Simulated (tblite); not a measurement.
A geometry optimisation, step by step.

Species: C7H14BP.
Atom-mapped SMILES: `[BH3-:1][P@+:2]1([C:3]#[C:4][CH3:5])[CH2:6][CH2:7][C@@H:8]1[CH3:9]` (hydrogens: H10, H11, H12 on B1; H13, H14, H15 on C5; H16, H17 on C6; H18, H19 on C7; H20 on C8; H21, H22, H23 on C9)
Bond orders are those of one Lewis drawing.

Computed with GFN2-xTB (tblite), gas phase: L-BFGS steps from a force-field or distance-geometry start until the largest atomic force falls under 0.01 eV/Å. 7 of its 105 geometries are shown.

Step 0: E = -700.7864 eV, largest atomic force 4.118 eV/Å
```
atom  x, y, z in Å  |  force x, y, z in eV/Å
B1      0.079   -1.348   -1.977   -0.072  -0.343  -1.876
P2      0.066   -0.472   -0.349    0.530  -1.975  -2.440
C3      1.608    0.154    0.234   -2.260  -0.458  -0.022
C4      2.644    0.587    0.629    2.497   0.862   1.271
C5      3.934    1.101    1.154   -1.237  -0.348  -0.348
C6     -1.087   -1.022    0.928    1.288  -1.625   3.558
C7     -1.262    0.452    1.280   -0.694   0.244  -0.401
C8     -1.279    0.699   -0.227    0.136   2.503  -0.164
C9     -2.601    0.210   -0.793   -0.781   0.359  -0.455
H10     0.636   -2.379   -1.928    0.203  -0.434   0.255
H11    -1.028   -1.465   -2.474    0.182  -0.060   0.717
H12     0.660   -0.649   -2.756    0.353   0.281   0.140
H13     4.689    0.847    0.405    0.034   0.376   0.297
H14     3.791    2.183    1.314    0.408  -0.423  -0.214
H15     4.179    0.631    2.121   -0.166   0.102  -0.465
H16    -0.647   -1.643    1.752   -0.464   0.134  -0.382
H17    -2.012   -1.484    0.566    0.689   0.009   0.084
H18    -0.338    0.889    1.722   -0.898  -0.241   0.166
H19    -2.215    0.746    1.726    0.395   0.067   0.642
H20    -0.982    1.692   -0.549   -0.478   0.603  -0.167
H21    -3.316    0.164    0.065    0.193   0.045  -0.969
H22    -2.538   -0.787   -1.280   -0.020   0.762   0.269
H23    -2.987    0.920   -1.555    0.159  -0.439   0.503
```

Step 17: E = -702.1785 eV, largest atomic force 0.350 eV/Å
```
atom  x, y, z in Å  |  force x, y, z in eV/Å
B1      0.181   -1.479   -2.167   -0.030  -0.037  -0.148
P2     -0.006   -0.560   -0.457   -0.132  -0.006  -0.098
C3      1.430    0.170    0.232   -0.044  -0.054  -0.095
C4      2.508    0.547    0.614    0.086   0.020   0.038
C5      3.770    1.045    1.099    0.028   0.005   0.016
C6     -0.888   -1.044    1.125   -0.142   0.119  -0.127
C7     -1.304    0.418    1.326    0.114   0.004  -0.010
C8     -1.299    0.788   -0.168   -0.143  -0.152   0.037
C9     -2.608    0.391   -0.857    0.001   0.064  -0.054
H10     0.784   -2.505   -2.017   -0.151   0.265   0.171
H11    -0.956   -1.639   -2.521    0.214  -0.047   0.047
H12     0.781   -0.692   -2.849   -0.131  -0.069   0.190
H13     4.542    0.814    0.363    0.002   0.110   0.101
H14     3.701    2.124    1.251    0.106  -0.064  -0.035
H15     4.023    0.567    2.048   -0.006   0.032  -0.062
H16    -0.328   -1.504    1.932    0.065  -0.101  -0.024
H17    -1.757   -1.646    0.856    0.076  -0.142   0.119
H18    -0.499    0.963    1.817   -0.024   0.027   0.174
H19    -2.236    0.586    1.876    0.083  -0.041  -0.169
H20    -1.020    1.823   -0.383   -0.007  -0.121  -0.010
H21    -3.432    0.324   -0.144    0.072   0.100  -0.013
H22    -2.516   -0.580   -1.345   -0.004   0.041   0.024
H23    -2.876    1.114   -1.620   -0.032   0.048  -0.072
```

Step 35: E = -702.2754 eV, largest atomic force 0.172 eV/Å
```
atom  x, y, z in Å  |  force x, y, z in eV/Å
B1      0.177   -1.525   -2.129    0.031  -0.029  -0.110
P2     -0.051   -0.562   -0.495    0.022   0.171  -0.001
C3      1.422    0.151    0.128    0.033   0.071  -0.035
C4      2.495    0.543    0.511    0.039   0.012   0.074
C5      3.736    1.038    1.058    0.021   0.019   0.003
C6     -0.805   -1.082    1.125    0.012  -0.004  -0.015
C7     -1.362    0.333    1.331   -0.018  -0.022   0.042
C8     -1.319    0.785   -0.143   -0.028   0.015   0.091
C9     -2.627    0.542   -0.892    0.047  -0.007   0.024
H10     0.875   -2.445   -1.829   -0.032  -0.006  -0.036
H11    -0.906   -1.825   -2.516    0.013  -0.046   0.046
H12     0.731   -0.721   -2.817   -0.011  -0.044  -0.046
H13     4.558    0.839    0.372   -0.013  -0.008  -0.011
H14     3.665    2.112    1.225    0.014   0.016  -0.004
H15     3.938    0.546    2.009    0.015   0.006  -0.018
H16    -0.103   -1.412    1.887    0.000  -0.152   0.037
H17    -1.574   -1.836    0.968   -0.059   0.009   0.082
H18    -0.670    0.931    1.927   -0.014  -0.029   0.001
H19    -2.343    0.373    1.805   -0.053   0.023  -0.049
H20    -0.971    1.812   -0.277   -0.024  -0.022  -0.002
H21    -3.480    0.639   -0.219    0.035   0.080  -0.054
H22    -2.646   -0.464   -1.312   -0.027   0.018  -0.005
H23    -2.744    1.255   -1.706   -0.004  -0.072  -0.014
```

Step 52: E = -702.3587 eV, largest atomic force 0.108 eV/Å
```
atom  x, y, z in Å  |  force x, y, z in eV/Å
B1      0.166   -1.589   -2.095   -0.017   0.060   0.023
P2     -0.018   -0.473   -0.525    0.017   0.015   0.073
C3      1.451    0.258    0.116    0.012   0.000   0.001
C4      2.530    0.633    0.508    0.001   0.000   0.022
C5      3.794    1.098    1.036   -0.048  -0.016  -0.012
C6     -0.769   -1.144    1.043   -0.040   0.019   0.031
C7     -1.460    0.197    1.337   -0.021  -0.013  -0.006
C8     -1.329    0.810   -0.073    0.001  -0.015   0.016
C9     -2.604    0.679   -0.890    0.087   0.035  -0.005
H10     0.963   -2.394   -1.720   -0.015  -0.029  -0.015
H11    -0.921   -2.030   -2.291   -0.014  -0.011   0.054
H12     0.569   -0.901   -2.975    0.022   0.050   0.023
H13     4.599    0.876    0.333   -0.066   0.013   0.014
H14     3.762    2.175    1.213   -0.022  -0.050  -0.035
H15     4.005    0.594    1.982   -0.016   0.019  -0.048
H16    -0.078   -1.499    1.807   -0.010  -0.022  -0.061
H17    -1.492   -1.930    0.815    0.084  -0.016   0.000
H18    -0.920    0.780    2.084    0.042  -0.037  -0.057
H19    -2.493    0.089    1.673    0.006   0.046  -0.001
H20    -0.980    1.846   -0.086    0.000  -0.026   0.037
H21    -3.426    1.168   -0.371   -0.053   0.016   0.003
H22    -2.863   -0.365   -1.049    0.010  -0.048   0.042
H23    -2.488    1.148   -1.862    0.040   0.010  -0.100
```

Step 69: E = -702.3774 eV, largest atomic force 0.067 eV/Å
```
atom  x, y, z in Å  |  force x, y, z in eV/Å
B1      0.138   -1.554   -2.075   -0.017   0.024  -0.052
P2     -0.012   -0.472   -0.496   -0.014  -0.006   0.024
C3      1.438    0.256    0.168    0.024  -0.032  -0.005
C4      2.522    0.633    0.541    0.007   0.010  -0.015
C5      3.791    1.116    1.026    0.015   0.016   0.000
C6     -0.795   -1.171    1.036   -0.055  -0.001   0.039
C7     -1.459    0.179    1.350   -0.001   0.027   0.006
C8     -1.320    0.807   -0.053    0.012  -0.021   0.007
C9     -2.562    0.663   -0.915    0.011  -0.002   0.007
H10     0.931   -2.382   -1.747   -0.002  -0.028  -0.006
H11    -0.965   -1.971   -2.235   -0.016  -0.039  -0.006
H12     0.520   -0.852   -2.952    0.025   0.032  -0.013
H13     4.571    0.894    0.299    0.011  -0.012  -0.008
H14     3.749    2.193    1.181   -0.005   0.023   0.017
H15     4.035    0.629    1.970    0.011   0.008   0.010
H16    -0.121   -1.564    1.796    0.015   0.012   0.010
H17    -1.519   -1.942    0.777   -0.008  -0.031  -0.029
H18    -0.871    0.732    2.082   -0.017   0.034   0.006
H19    -2.486    0.110    1.710    0.012   0.004  -0.015
H20    -0.973    1.844   -0.053   -0.016  -0.027   0.018
H21    -3.392    1.227   -0.490    0.011   0.010  -0.004
H22    -2.856   -0.382   -0.990    0.002   0.009   0.008
H23    -2.368    1.032   -1.921   -0.004  -0.009   0.000
```

Step 87: E = -702.3853 eV, largest atomic force 0.039 eV/Å
```
atom  x, y, z in Å  |  force x, y, z in eV/Å
B1      0.113   -1.532   -2.095    0.004   0.000  -0.005
P2     -0.010   -0.527   -0.459    0.001   0.023  -0.002
C3      1.460    0.187    0.184   -0.009  -0.008   0.025
C4      2.531    0.614    0.539   -0.007  -0.013  -0.010
C5      3.789    1.141    1.012   -0.009   0.007  -0.008
C6     -0.824   -1.191    1.079   -0.008   0.018   0.013
C7     -1.471    0.173    1.366    0.002   0.031  -0.023
C8     -1.294    0.784   -0.040    0.015  -0.009  -0.024
C9     -2.521    0.652   -0.924   -0.001  -0.014   0.006
H10     0.900   -2.391   -1.841    0.008  -0.001   0.001
H11    -0.991   -1.935   -2.286   -0.006   0.012   0.013
H12     0.502   -0.763   -2.915    0.004   0.003  -0.008
H13     4.576    0.937    0.286   -0.010  -0.026  -0.010
H14     3.714    2.219    1.152   -0.011   0.013   0.018
H15     4.051    0.675    1.961    0.007   0.011  -0.004
H16    -0.165   -1.574    1.857    0.000  -0.028  -0.013
H17    -1.555   -1.957    0.817    0.021  -0.009   0.011
H18    -0.889    0.726    2.104   -0.035   0.008   0.002
H19    -2.509    0.125    1.701    0.027   0.001   0.008
H20    -0.932    1.816   -0.043    0.015  -0.031   0.010
H21    -3.333    1.281   -0.559    0.010   0.017   0.005
H22    -2.865   -0.380   -0.941   -0.011  -0.008  -0.013
H23    -2.283    0.946   -1.945   -0.006   0.003   0.008
```

Step 104: E = -702.3870 eV, largest atomic force 0.008 eV/Å
```
atom  x, y, z in Å  |  force x, y, z in eV/Å
B1      0.113   -1.529   -2.098    0.001  -0.006   0.002
P2     -0.007   -0.547   -0.449   -0.001   0.002  -0.001
C3      1.458    0.169    0.201   -0.003   0.002   0.000
C4      2.527    0.607    0.546   -0.004   0.004  -0.004
C5      3.783    1.150    1.006    0.000  -0.003   0.000
C6     -0.824   -1.199    1.093   -0.002   0.003   0.002
C7     -1.476    0.166    1.365   -0.003   0.005  -0.001
C8     -1.284    0.770   -0.042    0.000   0.000  -0.001
C9     -2.512    0.659   -0.928    0.003  -0.001   0.002
H10     0.901   -2.393   -1.868   -0.001   0.000   0.001
H11    -0.995   -1.924   -2.285   -0.002  -0.002  -0.002
H12     0.496   -0.744   -2.907    0.000   0.002  -0.002
H13     4.563    0.944    0.273    0.001   0.003  -0.001
H14     3.698    2.228    1.141    0.001  -0.004   0.000
H15     4.060    0.693    1.956    0.005   0.005   0.004
H16    -0.162   -1.576    1.872   -0.002  -0.002   0.002
H17    -1.551   -1.971    0.841    0.002  -0.004  -0.002
H18    -0.913    0.728    2.110    0.001  -0.005   0.002
H19    -2.517    0.114    1.685   -0.002   0.000   0.004
H20    -0.907    1.796   -0.043    0.005  -0.004   0.000
H21    -3.304    1.317   -0.571   -0.002   0.000   0.004
H22    -2.886   -0.363   -0.934    0.000   0.004  -0.006
H23    -2.265    0.935   -1.952    0.002  -0.001  -0.003
```

Question: Summarise the path.

Answer: The energy falls by 36.91 kcal/mol from step 0 to step 104; nine tenths of that is first reached at step 22. It falls at every step. The largest force goes from 4.118 to 0.008 eV/Å. Among the bonds P2–C8 changes most, from 1.788 to 1.879 Å; the atoms move by 0.514 Å rms after alignment.

What follows is the cost of the whole relaxation. Hardware: one thread, Intel Xeon Platinum 8488C (x86_64), on a shared host. Cost: 0.95 s of wall time.
